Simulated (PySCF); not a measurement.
## Running PySCF for KO

Input:

```python
from pyscf import gto, scf

mol = gto.M(
    atom='K 0 0 0; O 0 0 2.367',
    basis='pcseg-1',
    charge=0,
    spin=1,
    symmetry=True,
    verbose=4,
)
mf = scf.UHF(mol)
mf = mf.density_fit(auxbasis='def2-universal-jkfit')
mf.kernel()
mf.analyze()
print('orbital energies (hartree):', [e[max(0, n-3):n+3].round(4) for e, n in zip(mf.mo_energy, mol.nelec)])
```

```bash
$ python input.py
```

Output (some set-up lines and the per-cycle HOMO/LUMO lines with their warnings removed):

```
PySCF version 2.14.0

[INPUT] verbose = 4
[INPUT] num. atoms = 2
[INPUT] num. electrons = 27
[INPUT] charge = 0
[INPUT] spin (= nelec alpha-beta = 2S) = 1
[INPUT] symmetry True subgroup None
[INPUT] Mole.unit = angstrom
[INPUT] Symbol           X                Y                Z      unit          X                Y                Z       unit  Magmom
[INPUT]  1 K      0.000000000000   0.000000000000   0.000000000000 AA    0.000000000000   0.000000000000   0.000000000000 Bohr   0.0
[INPUT]  2 O      0.000000000000   0.000000000000   2.367000000000 AA    0.000000000000   0.000000000000   4.472981736846 Bohr   0.0

nuclear repulsion = 33.9818065314069
point group symmetry = Coov
symmetry origin: [0.         0.         1.32532792]
symmetry axis x: [1. 0. 0.]
symmetry axis y: [0. 1. 0.]
symmetry axis z: [0. 0. 1.]
num. orbitals of irrep A1 = 16
num. orbitals of irrep E1x = 8
num. orbitals of irrep E1y = 8
num. orbitals of irrep E2x = 3
num. orbitals of irrep E2y = 3
number of shells = 6
number of NR pGTOs = 89
number of NR cGTOs = 38
basis = pcseg-1
ecp = {}

******** <class 'pyscf.df.df_jk.DFSymAdaptedUHF'> ********
method = DFSymAdaptedUHF
initial guess = minao
damping factor = 0
level_shift factor = 0
DIIS = <class 'pyscf.scf.diis.CDIIS'>
diis_start_cycle = 1
diis_space = 8
diis_damp = 0
SCF conv_tol = 1e-09
SCF conv_tol_grad = None
SCF max_cycles = 50
direct_scf = False
number electrons alpha = 14  beta = 13
Freeze 0 electrons in irreps []
    27 free electrons in irreps A1 E1x E1y E2x E2y
Set gradient conv threshold to 3.16228e-05
******** <class 'pyscf.df.df.DF'> ********
auxbasis = def2-universal-jkfit
init E= -673.29525432116

cycle= 1 E= -673.812947404519  delta_E= -0.518  |g|= 0.309  |ddm|=    1
cycle= 2 E= -673.850850820279  delta_E= -0.0379  |g|= 0.18  |ddm|= 0.354
cycle= 3 E= -673.863792957031  delta_E= -0.0129  |g|= 0.023  |ddm|= 0.128
cycle= 4 E= -673.864327455972  delta_E= -0.000534  |g|= 0.00862  |ddm|= 0.033
cycle= 5 E= -673.864428712618  delta_E= -0.000101  |g|= 0.00454  |ddm|= 0.0138
cycle= 6 E= -673.864472310385  delta_E= -4.36e-05  |g|= 0.00174  |ddm|= 0.0115
cycle= 7 E= -673.864480398567  delta_E= -8.09e-06  |g|= 0.000609  |ddm|= 0.0053
cycle= 8 E= -673.864481389339  delta_E= -9.91e-07  |g|= 9.52e-05  |ddm|= 0.00222
cycle= 9 E= -673.864481407252  delta_E= -1.79e-08  |g|= 3.2e-05  |ddm|= 0.000283
cycle= 10 E= -673.86448140859  delta_E= -1.34e-09  |g|= 9.07e-06  |ddm|= 5.35e-05
cycle= 11 E= -673.864481408704  delta_E= -1.14e-10  |g|= 1.95e-06  |ddm|= 1.54e-05
Extra cycle  E= -673.864481408707  delta_E= -2.73e-12  |g|= 9.95e-07  |ddm|= 2.33e-06
converged SCF energy = -673.864481408707  <S^2> = 0.75781346  2S+1 = 2.0077983
**** SCF Summaries ****
Total Energy =                        -673.864481408706979
Nuclear Repulsion Energy =              33.981806531406853
One-electron Energy =                 -997.168750238066650
Two-electron Energy =                  289.322462297952825
Two-electron Coulomb Energy =          330.288534103331585
DFT Exchange-Correlation Energy =      -40.966071805378760
**** MO energy ****
[7 lines left out]
alpha MO #8 (A1 #6), energy= -1.1141754325188 occ= 1
alpha MO #9 (E1x #2), energy= -0.947137868135601 occ= 1
alpha MO #10 (E1y #2), energy= -0.947137868135601 occ= 1
alpha MO #11 (A1 #7), energy= -0.937479930691016 occ= 1
alpha MO #12 (A1 #8), energy= -0.433926902413641 occ= 1
alpha MO #13 (E1x #3), energy= -0.33864063818484 occ= 1
alpha MO #14 (E1y #3), energy= -0.33864063818484 occ= 1
alpha MO #15 (A1 #9), energy= 0.000144036901921218 occ= 0
alpha MO #16 (A1 #10), energy= 0.0885028740882445 occ= 0
alpha MO #17 (E1x #4), energy= 0.0942296938804272 occ= 0
[21 lines left out]
[6 lines left out]
beta  MO #7 (A1 #5), energy= -1.72807068681801 occ= 1
beta  MO #8 (A1 #6), energy= -0.973494506006697 occ= 1
beta  MO #9 (E1x #2), energy= -0.946430041217575 occ= 1
beta  MO #10 (E1y #2), energy= -0.946430041217575 occ= 1
beta  MO #11 (A1 #7), energy= -0.904703247614488 occ= 1
beta  MO #12 (E1x #3), energy= -0.287673697387023 occ= 1
beta  MO #13 (E1y #3), energy= -0.287673697387023 occ= 1
beta  MO #14 (A1 #8), energy= -1.96867753836649e-05 occ= 0
beta  MO #15 (A1 #9), energy= 0.0849438267450475 occ= 0
beta  MO #16 (E1x #4), energy= 0.0947122678132404 occ= 0
[22 lines left out]
 ** Mulliken pop alpha/beta on meta-lowdin orthogonal AOs **
 ** Mulliken pop       alpha | beta **
pop of  0 K 1s        1.00000 | 1.00000
pop of  0 K 2s        0.99994 | 0.99994
pop of  0 K 3s        0.99954 | 0.99952
pop of  0 K 4s        0.01905 | 0.01823
pop of  0 K 5s        0.00083 | 0.00011
pop of  0 K 2px       1.00000 | 1.00000
pop of  0 K 2py       1.00000 | 1.00000
pop of  0 K 2pz       1.00000 | 1.00000
pop of  0 K 3px       0.99973 | 0.99969
pop of  0 K 3py       0.99973 | 0.99969
pop of  0 K 3pz       0.99892 | 0.99933
pop of  0 K 4px       0.00454 | 0.00959
[26 lines left out]
In total            14.00000 | 13.00000
 ** Mulliken atomic charges   ( Nelec_alpha | Nelec_beta ) **
charge of  0K =      0.89194  (     9.04505      9.06301 )
charge of  1O =     -0.89194  (     4.95495      3.93699 )
Dipole moment(X, Y, Z, Debye):  0.00000,  0.00000, -9.60596
orbital energies (hartree): [array([-4.339e-01, -3.386e-01, -3.386e-01,  1.000e-04,  8.850e-02,
        9.420e-02]), array([-0.9047, -0.2877, -0.2877, -0.    ,  0.0849,  0.0947])]
```

In short: E(SCF) = -673.864481 Eh, 11 cycles, ⟨S²⟩ = 0.758, μz(SCF) = -9.61 D.

Wall time 0.82 s on one thread of a shared host.

The bond length is a typed value, not an optimised one. No search for the lowest solution was made.
